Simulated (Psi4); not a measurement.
Cl, charge -1, singlet (a gas-phase anion, which may not be bound at this level); Psi4 1.11 with B3LYP/STO-3G.

The Psi4 input:
```
memory 2 GB

molecule mol {
-1 1
  Cl    0.000000    0.000000    0.000000
}

set basis sto-3g
set reference rks
set level_shift 1.0

energy('b3lyp')
print_variables()
```

It wrote (shortened):

```
   => Loading Basis Set <=

    Name: STO-3G
    Role: ORBITAL
    Keyword: BASIS

         ---------------------------------------------------------
                                   SCF
               by Justin Turney, Rob Parrish, Andy Simmonett
                          and Daniel G. A. Smith
                              RKS Reference
         ---------------------------------------------------------

  ==> Geometry <==

    Molecular point group: d2h
    Geometry (in Angstrom), charge = -1, multiplicity = 1:

       Center              X                  Y                   Z               Mass
    ------------   -----------------  -----------------  -----------------  -----------------
         CL           0.000000000000     0.000000000000     0.000000000000    34.968852682000

  Running in d2h symmetry.

  Rotational constants: A = ************  B = ************  C = ************ [cm^-1]
  Rotational constants: A = ************  B = ************  C = ************ [MHz]
  Nuclear repulsion =    0.000000000000000

  Charge       = -1
  Multiplicity = 1
  Electrons    = 18
  Nalpha       = 9
  Nbeta        = 9

  ==> Algorithm <==

  SCF Algorithm Type is DF.
  DIIS enabled.
  MOM disabled.
  Fractional occupation disabled.
  Guess Type is CORE.
  Energy threshold   = 1.00e-06
  Density threshold  = 1.00e-06
  Integral threshold = 1.00e-12

  ==> Primary Basis <==

  Basis Set: STO-3G
    Blend: STO-3G
    Number of shells: 5
    Number of basis functions: 9
    Number of Cartesian functions: 9
    Spherical Harmonics?: true
    Max angular momentum: 1

  ==> DFT Potential <==

   => LibXC <=

    Version 7.1.2
    S. Lehtola, C. Steigemann, M. J. T. Oliveira, and M. A. L. Marques,  SoftwareX 7, 1–5 (2018) (10.1016/j.softx.2017.11.002)

   => Composite Functional: B3LYP <=

    B3LYP Hyb-GGA Exchange-Correlation Functional

    P. J. Stephens, F. J. Devlin, C. F. Chabalowski, and M. J. Frisch,  J. Phys. Chem. 98, 11623 (1994) (10.1021/j100096a001)

    Deriv               =              1
    GGA                 =           TRUE
    Meta                =          FALSE

    Exchange Hybrid     =           TRUE
    MP2 Hybrid          =          FALSE

   => Exchange Functionals <=

    0.0800   Slater exchange
    0.7200         Becke 88

   => Exact (HF) Exchange <=

    0.2000               HF

   => Correlation Functionals <=

    0.1900   Vosko, Wilk & Nusair (VWN5_RPA)
    0.8100   Lee, Yang & Parr

   => LibXC Density Thresholds  <==

    XC_HYB_GGA_XC_B3LYP:  1.00E-15

   => Molecular Quadrature <=

    Radial Scheme          =       TREUTLER
    Pruning Scheme         =           NONE
    Nuclear Scheme         =       TREUTLER

    Blocking Scheme        =         OCTREE
    BS radius alpha        =              1
    Pruning alpha          =              1
    Radial Points          =             75
    Spherical Points       =            302
    Total Points           =          18724
    Total Blocks           =            197
    Max Points             =            254
    Max Functions          =              9
    Weights Tolerance      =       1.00E-15

   => Loading Basis Set <=

    Name: (STO-3G AUX)
    Role: JKFIT
    Keyword: DF_BASIS_SCF

  ==> Integral Setup <==

  SCF_SUBTYPE=INCORE selected. In-core MEM_DF algorithm will be used.
  Using in-core AOs.

  ==> MemDFJK: Density-Fitted J/K Matrices <==

    J tasked:                   Yes
    K tasked:                   Yes
    wK tasked:                   No
    Algorithm:                 Core
    Schwarz Cutoff:           1E-12
    Mask sparsity (%):       0.0000
    Fitting Condition:        1E-10

   => Auxiliary Basis Set <=

  Basis Set: (STO-3G AUX)
    Blend: DEF2-UNIVERSAL-JKFIT
    Number of shells: 38
    Number of basis functions: 128
    Number of Cartesian functions: 155
    Spherical Harmonics?: true
    Max angular momentum: 4

  Minimum eigenvalue in the overlap matrix is 5.9857190678E-01.
  Reciprocal condition number of the overlap matrix is 4.2348607697E-01.
    Using symmetric orthogonalization.

  ==> Pre-Iterations <==

  SCF Guess: Core (One-Electron) Hamiltonian.

   -------------------------------------------------------
    Irrep   Nso     Nmo     Nalpha   Nbeta   Ndocc  Nsocc
   -------------------------------------------------------
     Ag         3       3       3       3       3       0
     B1g        0       0       0       0       0       0
     B2g        0       0       0       0       0       0
     B3g        0       0       0       0       0       0
     Au         0       0       0       0       0       0
     B1u        2       2       2       2       2       0
     B2u        2       2       2       2       2       0
     B3u        2       2       2       2       2       0
   -------------------------------------------------------
    Total       9       9       9       9       9       0
   -------------------------------------------------------

  ==> Iterations <==

                           Total Energy        Delta E     RMS |[F,P]|

   @DF-RKS iter   1:  -455.09735845273161   -4.55097e+02   1.28421e-14 DIIS
   @DF-RKS iter   2:  -455.09735845273161    0.00000e+00   1.11616e-14 DIIS
  Energy and wave function converged.

  ==> Post-Iterations <==

   Electrons on quadrature grid:
      Ntotal   =   17.9999999998 ; deviation = -2.352e-10

    Orbital Energies [Eh]
    ---------------------

    Doubly Occupied:

[...]
    Virtual:

    Final Occupation by Irrep:
             Ag   B1g   B2g   B3g    Au   B1u   B2u   B3u
    DOCC [     3,    0,    0,    0,    0,    2,    2,    2 ]
    NA   [     3,    0,    0,    0,    0,    2,    2,    2 ]
    NB   [     3,    0,    0,    0,    0,    2,    2,    2 ]

  @DF-RKS Final Energy:  -455.09735845273161

   => Energetics <=

    Nuclear Repulsion Energy =              0.0000000000000000
    One-Electron Energy =                -639.8599300718020686
    Two-Electron Energy =                 207.8824766419440095
    DFT Exchange-Correlation Energy =     -23.1199050228736063
    Empirical Dispersion Energy =           0.0000000000000000
    VV10 Nonlocal Energy =                  0.0000000000000000
    Total Energy =                       -455.0973584527316689

Computation Completed

Properties will be evaluated at   0.000000,   0.000000,   0.000000 [a0]

Properties computed using the SCF density matrix

 Multipole Moments:

 ------------------------------------------------------------------------------------
     Multipole            Electronic (a.u.)      Nuclear  (a.u.)        Total (a.u.)
 ------------------------------------------------------------------------------------

 L = 1.  Multiply by 2.5417464519 to convert [e a0] to [Debye]
 Dipole X            :          0.0000000            0.0000000            0.0000000
 Dipole Y            :          0.0000000            0.0000000            0.0000000
 Dipole Z            :          0.0000000            0.0000000            0.0000000
 Magnitude           :                                                    0.0000000

 ------------------------------------------------------------------------------------

  Variable Map:
  ----------------------------------------------------------------------------
[...]
  Array Variable Map:
  ----------------------------------------------------------------------------
[...]
[...]
```
